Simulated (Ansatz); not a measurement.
A run for Ansatz (a quantum-chemistry and plane-wave program): U-B3LYP/def2-TZVPP on FHSn (SMILES [F][SnH]), a point of a bond scan (R = 1.765 Å). Elements past Kr take the def2 small-core potentials; no spin–orbit coupling.

Ansatz 0.2 input:
```yaml
crystal:
  periodic: [false, false, false]
  atoms:
    - {symbol: Sn, position_ang: [-0.09096150, -0.17370643, 0.21890608]}
    - {symbol: H, position_ang: [-1.03509234, -1.08911628, -1.00040016]}
    - {symbol: F, position_ang: [0.54922060, 0.96007314, -0.97259977]}
basis:
  gaussian:
    orbitals: def2-TZVPP
hamiltonian:
  xc: {name: B3LYP}
magnetization: {spin_polarized: true, initial_magnetization: 0}
```

Program output:

```
WARN ansatz: RAYON_NUM_THREADS=1 ignored (pool sized by the plan → 1); use --threads N
Functional definition: B3LYP
integrals: 0.02 GiB planned
647 factors; their error is unknown
mean field: 0.30 GiB planned
mean field evaluation 1: about -8565.0664 eV, gradient 3.0e1 eV
mean field evaluation 2: about -8551.2608 eV, gradient 7.4e1 eV
mean field evaluation 4: about -8567.8991 eV, gradient 2.5e0 eV
mean field evaluation 8: about -8567.9966 eV, gradient 3.4e-2 eV
mean field evaluation 16: about -8566.7511 eV, gradient 4.9e0 eV
mean field -8567.99660523 eV, -314.8680676457 hartree, gradient 2.1e-5 eV, S^2 0.000000; 1 other end points of the search recorded, 0 dependent functions left out
reference -8567.99680857 eV, -314.8680751183 hartree; 16, 16 occupied and 79, 79 virtual orbitals, 647 factors
Total energy: -8567.99680857 eV, -314.8680751183 hartree
```

The calculation finished and met its thresholds.

Cost: roughly 1.9 core-seconds.
